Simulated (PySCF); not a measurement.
Compound: C₅H₆BCl₂F.
InChI=1S/C5H6BCl2F/c7-6(8)3-4(9)5(3)1-2-5/h3-4H,1-2H2/t3-,4-/m1/s1

A linear-response calculation (PySCF, def2-SVPD basis, gas phase, vertical, core orbitals frozen in the response) gave these numbers; the functional is withheld.

Orbital energies (eV): HOMO-3 -10.56, HOMO-2 -10.30, HOMO-1 -10.04, HOMO -9.65, LUMO -0.34, LUMO+1 0.72, LUMO+2 1.53.

```json
{"state": "S1", "E (eV)": "5.96", "f": "0.0081", "main configurations (H = HOMO, L = LUMO)": "H→L (53%), H-1→L (33%)"}
{"state": "S2", "E (eV)": "6.28", "f": "0.0002", "main configurations (H = HOMO, L = LUMO)": "H-3→L (79%), H-2→L (18%)"}
{"state": "S3", "E (eV)": "6.45", "f": "0.236", "main configurations (H = HOMO, L = LUMO)": "H-1→L (55%), H→L (40%)"}
{"state": "S4", "E (eV)": "6.82", "f": "0.012", "main configurations (H = HOMO, L = LUMO)": "H-2→L (69%), H-3→L (17%)"}
{"state": "S5", "E (eV)": "7.19", "f": "0.045", "main configurations (H = HOMO, L = LUMO)": "H-4→L (48%), H-5→L (38%)"}
{"state": "S6", "E (eV)": "7.28", "f": "0.087", "main configurations (H = HOMO, L = LUMO)": "H-4→L (46%), H-5→L (44%)"}
```

Triplets (Tamm–Dancoff): T1 5.53 eV, H→L (78%), H-1→L (10%); T2 5.78 eV, H-1→L (82%), H→L (12%); T3 6.10 eV, H-3→L (81%), H-2→L (15%); T4 6.32 eV, H-4→L (80%), H-2→L (11%).

Vertical ionisation energy by ΔSCF with the same functional: 10.33 eV. Mean static polarisability: 95.9 au.

**Question.** Which of these was used?
A. CAM-B3LYP
B. PBE
C. HF
D. B3LYP

**Answer.** A. CAM-B3LYP is range-separated, 19% exact exchange at short range and 65% at long range (ω = 0.33 bohr⁻¹). In this run −ε(HOMO) = 9.65 eV differs from the ΔSCF value by -0.68 eV, and S1 differs from the orbital gap of 9.31 eV by -3.35 eV. The ratio −ε(HOMO)/IP is 0.93. Small neutral molecules mostly give 0.85 to 0.93 with CAM-B3LYP, 0.5 to 0.7 with PBE, 0.67 to 0.83 with B3LYP; with Hartree–Fock the ratio is 1 or more (Koopmans' value less the relaxation energy is the ΔSCF value).

Method used: TDDFT CAM-B3LYP/def2-SVPD, vertical, gas phase, core orbitals frozen in the response in PySCF. Isolated species at its PBE0-D3(BJ)/def2-SVP geometry (one conformer only).

Shape of the structure used: `[F:1][C@@H:2]1[C@@H:3]([B:4]([Cl:5])[Cl:6])[C:7]12[CH2:8][CH2:9]2`: C2–C3–B4–Cl5 34°.
